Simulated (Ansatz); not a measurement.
**Strength of the Zn–H bond: CH4OZn → CH3OZn + H**

Gas-phase species: CH4OZn `C[O][ZnH]`, singlet; CH3OZn `C[O][Zn]`, doublet; H atom, doublet. 

Shapes, held fixed at every level: PBE0-D4/def2-TZVP. Programs: Ansatz 0.2.0. The zero-point and thermal change to 298 K, harmonic and unscaled (PBE0-D4/def2-TZVP), is -13.6 kJ/mol.

**Question.** Estimate ΔH(298 K) of this reaction.

**Answer.** wB97X-V/def2-TZVPP gives ΔH(298 K) = +339.8 kJ/mol; the levels span +236.7 to +363.4. The median of the levels is +324.6. Hartree–Fock misses the correlation of the pair that is broken and comes out low. No measured value is set beside it here. Open shells run unrestricted. Relativity is left out for Zn. Times are processor times on shared x86 and Arm servers, and rough.

```csv
level,kind,ΔH(298 K) (kJ/mol),CPU time (sum over the molecules)
HF/def2-SVP,Hartree–Fock,+236.7,–
SPW92/def2-TZVPP,LDA,+363.4,7.5 s
r2SCAN-D4/def2-TZVPP,meta-GGA,+324.6,17 s
B3LYP-D4/def2-TZVPP,global hybrid,+323.4,15 s
BHLYP-D4/def2-TZVPP,global hybrid,+321.2,15 s
wB97M-V/def2-TZVPP,range-separated hybrid,+337.4,40 s
wB97X-V/def2-TZVPP,range-separated hybrid,+339.8,30 s
```
